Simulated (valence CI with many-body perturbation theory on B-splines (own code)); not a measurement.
# Sb XX: key properties

Computed by relativistic CI+MBPT: four valence electrons over a frozen Dirac-Fock core [Ar] 3d10, radial functions for each j: 9 s, 9 p, 8 d, 6 f, 3 g, 1 h, with the one-electron correlation potential Σ1 (screened to all orders), the two-electron term Σ2, the three-electron term Σ3, Breit, model QED; selected single and double excitations, second order for the rest, scaled by the run's own slope (own B-spline code, finite nucleus).

No measured levels were compared; by estimate levels hold to about 250 cm⁻¹ or 0.2 % of their energy and the worst to 1 %, as in measured heavy ions of charge 2 to 7; those with d or f electrons hold less well.

Levels are named by their leading jj configuration (3d3/2^4 stands for four electrons in 3d with j = 3/2), which in mixed levels can hold well under half, so a name can repeat and another be missing.

Rates and lifetimes use the calculated energies. Strong lines usually hold to 10 to 20 %, long lifetimes can be off by a factor of two.

Question: What is the ground level?

Answer: (4s^2 4p1/2^2) J=0, composition 79 % 4s²4p² ³P + 19 % 4s²4p² ¹S.

Question: What is the ionisation energy?

Answer: 553 eV; NIST lists 552 ± 4 eV (theoretical).

Question: How well does LS coupling describe the low levels?

Answer: Among the lowest 20 levels the leading LS term, summed over configurations, holds 71 % on average. For single configurations the figures are 67 % in LS and 84 % in jj coupling. Terms mix most in the J = 2 level at 655700 cm⁻¹, where the leading one holds 44 %.

Question: What are the static dipole polarisabilities of the lowest levels?

Answer: (4s^2 4p1/2^2) J=0 0.273; (4s^2 4p1/2 4p3/2) J=1 0.287 (tensor 0.011); (4s^2 4p1/2 4p3/2) J=2 0.286 (tensor 0.012); (4s^2 4p3/2^2) J=2 0.298 (tensor 0.011) bohr³, of which the core gives 0.0163.

Question: Where does the other parity begin?

Answer: At (4s 4p1/2^2 4p3/2) J=2, 414940 cm⁻¹.

Question: Among levels below 1072700 cm⁻¹, which E1 lines absorb most strongly from the ground level?

Answer: to (4s^2 4p1/2 4d3/2) J=1 at 13.07 nm, f = 1.68; to (4s 4p1/2^2 4p3/2) J=1 at 20.75 nm, f = 0.350; to (4s 4p1/2 4p3/2^2) J=1 at 15.89 nm, f = 0.186.

Question: Name the longest-lived excited levels whose lifetime is computed, and their main decay.

Answer: (4s^2 4p1/2 4p3/2) J=2 at 95021 cm⁻¹ lives 14.0 ms, mostly by E2 to (4s^2 4p1/2^2) J=0; (4s^2 4p1/2 4p3/2) J=1 at 77592 cm⁻¹ lives 148 μs, mostly by M1 to (4s^2 4p1/2^2) J=0; (4s^2 4p3/2 4d5/2) J=4 at 801530 cm⁻¹ lives 133 μs, mostly by M1 to (4s^2 4p1/2 4d5/2) J=3.
